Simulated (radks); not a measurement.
Species: Yb3+. Configuration: [Kr] 4d10 4f13 5p6 6p2 (not the ground configuration). All-electron calculation, scalar-relativistic Kohn-Sham, r2SCAN, spin-polarised, spherical densities, finite nucleus; open shells are filled with parallel spins first (spin-orbit coupling, left out, can overturn this in heavy ions); meta-GGA in the generalised Kohn-Sham scheme; Fermi nuclear charge, rms radius 5.3108 fm. Program: a radial shooting solver on a logarithmic mesh with Libxc functionals.

Local quantities along the radius. ELF = 1/(1 + alpha^2) is the electron localisation function; alpha = (tau - tau_W)/tau_unif compares the Pauli kinetic energy density with that of the uniform gas (summed over spins). tau is taken from the large components.

r (bohr)    ELF    alpha
0.002063  0.999  0.02856
0.002796  0.999  0.03334
0.00379   0.998  0.04145
0.005136  0.997  0.05584
0.006905  0.993  0.08235
0.009358  0.981   0.1391
0.01268   0.931   0.2714
0.01719   0.740   0.5928
0.02311   0.423    1.168
0.03132   0.343    1.385
0.04245   0.568   0.8719
0.05753   0.741   0.5914
0.07796   0.612   0.7970
0.1048    0.346    1.374
0.1421    0.541   0.9219
0.1925    0.731   0.6071
0.2609    0.395    1.237
0.3508    0.342    1.387
0.4754    0.708   0.6427
0.6444    0.596   0.8240
0.8733    0.309    1.494
1.184     0.397    1.231
1.591     0.381    1.275
2.157     0.069    3.685
2.923     0.516   0.9691
3.961     0.630   0.7670
5.325     0.186    2.094
7.217     0.003    16.97

On this mesh the ELF has minima near r = 0.027, 0.10, 0.30, 0.87, 2.2 bohr, which separate the shells, and maxima near 0.058 (0.74), 0.19 (0.73), 0.48 (0.71), 1.4 (0.45), 3.4 (0.67).
